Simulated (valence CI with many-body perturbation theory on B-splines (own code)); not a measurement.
**Level structure of In18+**

Level of theory: configuration interaction combined with many-body perturbation theory (CI+MBPT): three valence electrons over a frozen Dirac-Fock core [Ar] 3d10, radial functions for each j: 9 s, 9 p, 8 d, 6 f, 3 g, 1 h, with the one-electron correlation potential Σ1, the two-electron term Σ2, the three-electron term Σ3, Breit, model QED; selected CI, second order for the rest, scaled by the run's own slope (own B-spline code, finite nucleus).

No measured levels were compared; by estimate levels hold to about 250 cm⁻¹ or 0.2 % of their energy and the worst to 1 %, as in measured heavy ions of charge 2 to 7; those with d or f electrons hold less well.

Levels 1 to 33 of 33, with energies above the lowest level, 4s2.4p 2P°_1/2. "Leading %" is the weight of the configuration and term that name the level; weights of strongly mixed levels are sums over their largest components and can fall short, so below about 35 % the name and the second component can differ from the true leading terms, or belong to a minority configuration. In the jj column 3d3/2^4 stands for four electrons in 3d with j = 3/2. Lifetimes count E1, E2, E3, M1 and M2 decay at the calculated energies, and are blank where another channel may lead or the interval is too uncertain; long ones can be off by a factor of two.

```
No.  Configuration  Term    J  E (cm⁻¹)  Leading %  Lifetime              Leading jj
  1         4s2.4p   2P°  1/2         0         99                 4s^2 4p1/2 (99 %)
  2         4s2.4p   2P°  3/2     78197         98    231 μs       4s^2 4p3/2 (98 %)
  3         4s.4p2    4P  1/2    311890         87    649 ps       4s 4p1/2^2 (77 %)
  4         4s.4p2    4P  3/2    358010         97   4.91 ns   4s 4p1/2 4p3/2 (96 %)
  5         4s.4p2    4P  5/2    383590         73    744 ps   4s 4p1/2 4p3/2 (82 %)
  6         4s.4p2    2D  3/2    433180         84   53.9 ps   4s 4p1/2 4p3/2 (83 %)
  7         4s.4p2    2D  5/2    465620         69    157 ps       4s 4p3/2^2 (81 %)
  8         4s.4p2    2P  1/2    467480         66   14.5 ps   4s 4p1/2 4p3/2 (70 %)
  9         4s.4p2    2S  1/2    545270         64   18.8 ps       4s 4p3/2^2 (87 %)
 10         4s.4p2    2P  3/2    553340         88   10.7 ps       4s 4p3/2^2 (80 %)
 11         4s2.4d    2D  3/2    675620         92   6.19 ps       4s^2 4d3/2 (92 %)
 12         4s2.4d    2D  5/2    689080         93   7.85 ps       4s^2 4d5/2 (93 %)
 13            4p3   4S°  3/2    776210         33   22.3 ps    4p1/2^2 4p3/2 (90 %)
 14            4p3   4S°  3/2    829320         52   17.5 ps    4p1/2 4p3/2^2 (92 %)
 15            4p3   2D°  5/2    834240         85   42.2 ps    4p1/2 4p3/2^2 (85 %)
 16            4p3   2P°  1/2    883390         92   19.3 ps    4p1/2 4p3/2^2 (92 %)
 17       4s.4p.4d   4F°  3/2    919230         88    132 ps   4s 4p1/2 4d3/2 (89 %)
 18       4s.4p.4d   4F°  5/2    934730         88   95.5 ps   4s 4p1/2 4d3/2 (57 %)
 19            4p3   2P°  3/2    934780         54   19.4 ps          4p3/2^3 (81 %)
 20       4s.4p.4d   4F°  7/2    959720         85   63.0 ps   4s 4p1/2 4d5/2 (67 %)
 21       4s.4p.4d   4P°  5/2    974120         56   9.85 ps   4s 4p1/2 4d5/2 (89 %)
 22       4s.4p.4d   4D°  3/2    981010         53   6.89 ps   4s 4p1/2 4d3/2 (53 %)
 23       4s.4p.4d   4D°  1/2    984260         81   5.59 ps   4s 4p1/2 4d3/2 (81 %)
 24       4s.4p.4d   4F°  9/2   1005100        100            4s 4p3/2 4d5/2 (100 %)
 25       4s.4p.4d   2F°  5/2   1018800         58   12.6 ps   4s 4p1/2 4d5/2 (44 %)
 26       4s.4p.4d   2D°  3/2   1024900         64   7.95 ps   4s 4p3/2 4d3/2 (38 %)
 27       4s.4p.4d   4P°  1/2   1034000         88   8.40 ps   4s 4p3/2 4d3/2 (97 %)
 28       4s.4p.4d   4D°  7/2   1036700         83   6.59 ps   4s 4p3/2 4d5/2 (55 %)
 29       4s.4p.4d   4D°  5/2   1036900         61   6.82 ps   4s 4p3/2 4d3/2 (76 %)
 30       4s.4p.4d   4P°  3/2   1037500         60   7.77 ps   4s 4p3/2 4d3/2 (74 %)
 31       4s.4p.4d   2D°  5/2   1057500         50   11.8 ps   4s 4p3/2 4d5/2 (85 %)
 32       4s.4p.4d   2P°  3/2   1093900         50   5.66 ps   4s 4p3/2 4d5/2 (32 %)
 33       4s.4p.4d   2F°  7/2   1095700         98   17.4 ps   4s 4p3/2 4d5/2 (72 %)
```

Names give the largest LS component (configuration and term), which can be under half, so a name can repeat, a term be missing and a line seem to break the LS rules; names also repeat where a configuration has a term twice.

The ionisation energy to 4s2 1S_0 of the next ion comes out as 493.66 eV (NIST: 497.1 ± 0.3 eV (semi-empirical), further off than twice its uncertainty). All 33 levels together are meant to be complete up to 1099800 cm⁻¹.
